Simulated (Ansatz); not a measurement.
Reaction (formal exchange of groups at a C–C bond): `CC#[C][GeH3]` + `F[SiH2]Cl` → `F[SiH](Cl)C#[C][GeH3]` + CH₄

Gas-phase electronic energies from Ansatz, PBE0-D4/def2-TZVP geometries. CBS: MP2 limit from def2 TZ/QZ plus the TZ coupled-cluster correction, frozen cores. This one scheme is used for every species. DFT in def2-TZVPP. For Ge outer-core shells are correlated without core-valence functions, which leaves a few kJ/mol of doubt a bond. Scalar relativity is left out up to krypton.

```tsv
level	ΔE (kcal/mol)
PBE-D4	-14.5
ωB97X-V	-14.2
B2PLYP	-15.4
MP2/def2-TZVPP	-16.5
SCS-MP2/def2-TZVPP	-16.0
HF/def2-QZVPP	-13.4
SCS-MP2/def2-QZVPP	-16.1
MP2/CBS(def2)	-16.7
```

Q: What does CCSD(T)/CBS give? (Best estimate.)

A: The calculation gave: -16.1 kcal/mol. The listed levels differ from it by 1.6, 1.9, 0.7, -0.4, 0.1, 2.7, 0.0, -0.6 kcal/mol.

Largest T1 diagnostic among the species: 0.012.

The D4 term adds −1.2 kcal/mol with B3LYP and −0.7 kcal/mol with PBE0; it sums over pairs of atoms, weighted by their polarisabilities, and B3LYP, whose exchange is more repulsive, gets the larger term. In def2-TZVPP, CCSD(T) changes the Hartree–Fock value by −2.5 kcal/mol (the triples alone add −0.6 kcal/mol) and MP2 by −3.1 kcal/mol.

B3LYP here is the variant with VWN-RPA as its local correlation; programs differ in this.
